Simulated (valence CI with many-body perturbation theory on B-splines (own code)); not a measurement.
# E1 line list for Zr

Level of theory: relativistic CI+MBPT: four valence electrons over a frozen Dirac-Fock core [Kr], radial functions for each j: 7 s, 7 p, 8 d, 6 f, 4 g, 1 h, with the one-electron correlation potential Σ1, the two-electron term Σ2, the three-electron term Σ3, Breit, model QED; selected CI, second order for the rest, scaled by the run's own slope (own B-spline code, finite nucleus).

Against 57 measured levels this calculation errs by 267 cm⁻¹ on average and by 575 at most. These come from a selection out of the NIST Handbook of Basic Atomic Spectroscopic Data. Levels without a partner in it may be off by more, other configurations by 1,000 to 4,000 cm⁻¹. Among the levels kept, up to 710 cm⁻¹ of a level comes from second order outside the variational space, and about a tenth of that is noise between levels of different J, which matters for small intervals. 5 measured levels below the end of the list, from 13142 cm⁻¹ on, found no clear computed partner, and computed levels of the same name lie up to 8006 cm⁻¹ from them.

Lines 1 to 50 of 579 in falling wavelength, among levels below 36270 cm⁻¹, chosen from the strongest by gf and those to the six lowest levels. Wavelengths and rates use the calculated energies, so an error of 300 cm⁻¹ moves a line at 1227 nm by 3.7 % and its rate by three times that or more. Electric multipoles are in the length gauge, E1 and E2 with the static RPA response of the core. Weak lines are less certain than strong ones. Lines between different terms over intervals too small for the method are left out, as are lines whose strength nearly cancels. Where a level lies close to another of its J and parity, the split of strength between their lines is uncertain. The highest levels of a list are the least certain.

Names give the largest LS component (configuration and term), which can be under half, so a name can repeat, a term be missing and a line seem to break the LS rules; names also repeat where a configuration has a term twice. Letters in brackets count levels of one name in rising energy.

| λ vac (nm) | λ from measured levels | Upper | Lower | A (s⁻¹) | S (a.u.) |
| --- | --- | --- | --- | --- | --- |
| 2468 |  | 4d³5p ³F°_4 | 4d⁴ ³G_5 | 7.90e+04 | 5.27e+00 |
| 1891 |  | 4d²5s5p ¹D°_2 [b] | 4d³5s ¹D_2 [b] | 2.33e+05 | 3.89e+00 |
| 1692 |  | 4d²5s5p ³G°_5 [b] | 4d³5s ³F_4 [b] | 1.28e+05 | 3.36e+00 |
| 1455 |  | 4d³5p ³H°_4 [b] | 4d⁴ ³G_5 | 3.48e+05 | 4.76e+00 |
| 1429 |  | 4d²5s6s ⁵F_4 | 4d³5p ⁵F°_4 | 2.76e+05 | 3.58e+00 |
| 1422 |  | 4d²5s6s ⁵F_5 | 4d³5p ⁵F°_5 | 2.72e+05 | 4.25e+00 |
| 1418 |  | 4d³5p ⁵F°_3 | 4d⁴ ⁵D_2 | 5.25e+05 | 5.18e+00 |
| 1408 |  | 4d²5s5p ³G°_5 [c] | 4d⁴ ⁵D_4 | 3.20e+05 | 4.84e+00 |
| 1396 |  | 4d³5p ⁵F°_4 | 4d⁴ ⁵D_3 | 5.82e+05 | 7.03e+00 |
| 1395 |  | 4d²5s5p ³G°_5 [a] | 4d³5s ³H_6 | 2.12e+05 | 3.12e+00 |
| 1371 |  | 4d²5s6s ⁵F_5 | 4d²5s5p ³G°_5 [c] | 2.36e+05 | 3.31e+00 |
| 1357 |  | 4d³5p ⁵F°_5 | 4d⁴ ⁵D_4 | 5.30e+05 | 7.19e+00 |
| 1336 |  | 4d³5p ³D°_3 [b] | 4d⁴ ³F_4 [a] | 4.81e+05 | 3.97e+00 |
| 1274 |  | 4d³5p ⁵D°_3 [a] | 4d⁴ ⁵D_4 | 5.68e+05 | 4.06e+00 |
| 1271 |  | 4d³5p ⁵D°_2 [a] | 4d⁴ ⁵D_3 | 1.03e+06 | 5.22e+00 |
| 1265 |  | 4d³5p ⁵D°_1 [a] | 4d⁴ ⁵D_2 | 1.47e+06 | 4.41e+00 |
| 1261 |  | 4d²5s5p ¹G°_4 | 4d³5s ¹H_5 | 1.47e+06 | 1.31e+01 |
| 1239 |  | 4d³5p ⁵D°_2 [a] | 4d⁴ ⁵D_2 | 6.89e+05 | 3.23e+00 |
| 1235 |  | 4d³5p ³I°_5 | 4d⁴ ³H_4 | 3.24e+05 | 3.31e+00 |
| 1234 |  | 4d³5p ⁵D°_3 [a] | 4d⁴ ⁵D_3 | 1.43e+06 | 9.26e+00 |
| 1228 |  | 4d³5p ⁵D°_4 [a] | 4d⁴ ⁵D_4 | 2.42e+06 | 1.99e+01 |
| 1227 | 1166 | 4d²5s5p ⁵D°_4 [a] | 4d³5s ⁵P_3 | 6.37e+05 | 5.22e+00 |
| 1222 | 1162 | 4d²5s5p ⁵D°_3 [a] | 4d³5s ⁵P_2 | 4.10e+05 | 2.58e+00 |
| 1217 |  | 4d³5p ⁵D°_2 [a] | 4d⁴ ⁵D_1 | 9.35e+05 | 4.16e+00 |
| 1209 |  | 4d³5p ³I°_6 | 4d⁴ ³H_5 | 3.60e+05 | 4.09e+00 |
| 1205 |  | 4d³5p ³I°_7 | 4d⁴ ³H_6 | 4.53e+05 | 5.87e+00 |
| 1204 |  | 4d³5p ⁵D°_3 [a] | 4d⁴ ⁵D_2 | 7.96e+05 | 4.80e+00 |
| 1201 |  | 4d³5p ¹G°_4 [b] | 4d⁴ ³H_4 | 6.22e+05 | 4.79e+00 |
| 1191 |  | 4d³5p ³H°_5 [b] | 4d⁴ ³H_6 | 3.35e+05 | 3.08e+00 |
| 1190 |  | 4d³5p ⁵D°_4 [a] | 4d⁴ ⁵D_3 | 4.69e+05 | 3.51e+00 |
| 1162 |  | 4d³5p ³H°_5 [b] | 4d⁴ ³H_5 | 1.78e+06 | 1.52e+01 |
| 1144 |  | 4d²5s5p ³F°_3 [f] | 4d³5s ³D_2 [b] | 4.49e+05 | 2.32e+00 |
| 1144 |  | 4d²5s5p ³F°_3 [b] | 4d³5s ³D_2 [a] | 7.64e+05 | 3.95e+00 |
| 1140 |  | 4d³5p ³H°_4 [b] | 4d⁴ ³H_4 | 6.77e+05 | 4.46e+00 |
| 1138 |  | 4d²5s5p ³D°_3 [c] | 4d³5s ³F_4 [b] | 1.09e+06 | 5.53e+00 |
| 1130 |  | 4d²5s5p ³F°_4 [b] | 4d³5s ³D_3 [a] | 1.03e+06 | 6.57e+00 |
| 1104 | 1070 | 4d²5s5p ³G°_3 [a] | 4d³5s ³G_3 | 6.73e+05 | 3.13e+00 |
| 1092 | 1066 | 4d²5s5p ³G°_4 [a] | 4d³5s ³G_4 | 5.30e+05 | 3.07e+00 |
| 1055 | 1021 | 4d²5s5p ³G°_5 [a] | 4d³5s ³G_5 | 6.00e+05 | 3.83e+00 |
| 1045 |  | 4d⁴ ³F_3 [b] | 4d²5s5p ³F°_3 [d] | 5.19e+05 | 2.05e+00 |
| 1023 |  | 4d²5s6s ³F_2 | 4d²5s5p ³F°_2 [c] | 1.25e+06 | 3.31e+00 |
| 989.6 | 978.3 | 4d²5s5p ³G°_5 [a] | 4d³5s ³F_4 [a] | 3.95e+05 | 2.08e+00 |
| 984.6 |  | 4d²5s5p ¹D°_2 [b] | 4d³5s ¹F_3 | 2.60e+06 | 6.12e+00 |
| 973.8 |  | 4d³5p ³F°_2 | 4d³5s ¹F_3 | 1.28e+06 | 2.91e+00 |
| 948.2 |  | 4d²5s5p ¹P°_1 | 4d³5s ¹P_1 | 2.44e+06 | 3.08e+00 |
| 941.9 |  | 4d²5s5p ³F°_3 [b] | 4d³5s ³G_4 | 7.59e+05 | 2.19e+00 |
| 938.8 |  | 4d³5p ⁵G°_4 | 4d³5s ³H_5 | 5.47e+05 | 2.01e+00 |
| 926.5 |  | 4d²5s5p ³G°_3 [b] | 4d³5s ³H_4 | 1.34e+06 | 3.68e+00 |
| 915.9 |  | 4d²5s5p ³G°_4 [b] | 4d³5s ³H_5 | 1.54e+06 | 5.25e+00 |
| 913.6 |  | 4d³5p ⁵G°_5 | 4d³5s ³H_6 | 1.02e+06 | 4.23e+00 |
